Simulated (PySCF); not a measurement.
Input of a run (PBE0-D3(BJ)/def2-SVP geometry optimisation, gas phase (PySCF 2.14.0)), started from GFN2-xTB:
```
{"job": {"xc": "PBE0", "basis": "def2-SVP", "d3": "d3bj", "grid": 1, "kind": "geom"}, "charge": 0, "multiplicity": 1}
C     -1.359456    -1.421390     0.449575
C     -1.335803    -0.104326     0.296197
C     -0.303645     0.780357     0.811554
C     -0.478285     2.091554     0.960620
Se     1.394256     0.006616     1.353787
C      1.940918    -0.678347    -0.399087
H     -2.164145    -2.024550     0.066053
H     -0.579873    -1.941302     0.984934
H     -2.143208     0.400148    -0.221704
H     -1.412203     2.568883     0.707496
H      0.295140     2.722881     1.364052
H      1.185902    -1.361158    -0.779352
H      2.075425     0.158721    -1.079598
H      2.884298    -1.198558    -0.256669
```

Output (energies in Eh, forces in Eh/bohr):
```
step   0  E = -2595.89955147  max force = 0.013630
step   1  E = -2595.90159518  max force = 0.002977
step   2  E = -2595.90174289  max force = 0.001271
step   3  E = -2595.90171167  max force = 0.001862
step   4  E = -2595.90176783  max force = 0.000576
step   5  E = -2595.90177829  max force = 0.000414
optimisation converged
```

Summarise the run.

The energy falls by 0.061 eV over 6 energy and gradient evaluations, the largest force component goes from 0.0136 to 4.1e-04 Eh/bohr, and the atoms move by 0.091 Å rms after alignment. The bond that changes most is C3–Se5 (ends: fully substituted alkene carbon; selenium bonded to 2 C), which shortens by 0.021 Å. Bonds longer at the end by more than 0.005 Å: 11 of 13; shorter: 2. The energy rose by more than 1e-6 Eh at step 3. The first step brought 92 % of the lowering.

What are the final bond lengths?

C1=C2 1.338 Å, C2–C3 1.464 Å, C3=C4 1.343 Å, C3–Se5 1.922 Å, Se5–C6 1.947 Å, C1–H7 1.092 Å, C1–H8 1.094 Å, C2–H9 1.097 Å, C4–H10 1.096 Å, C4–H11 1.092 Å, C6–H12 1.098 Å, C6–H13 1.098 Å, C6–H14 1.099 Å. Numbering counts from 1 in the input's order; the species is `C([Se]C)(C=C)=C`.

The run used 142 basis functions and 41 SCF cycles in all.

Whether it is a minimum is left open (no frequencies). The numbers are those of one conformer.

Shape of the structure used: `[CH2:1]=[CH:2][C:3](=[CH2:4])[Se:5][CH3:6]`: C1–C2–C3–C4 -169°, C2–C3–Se5–C6 68°.
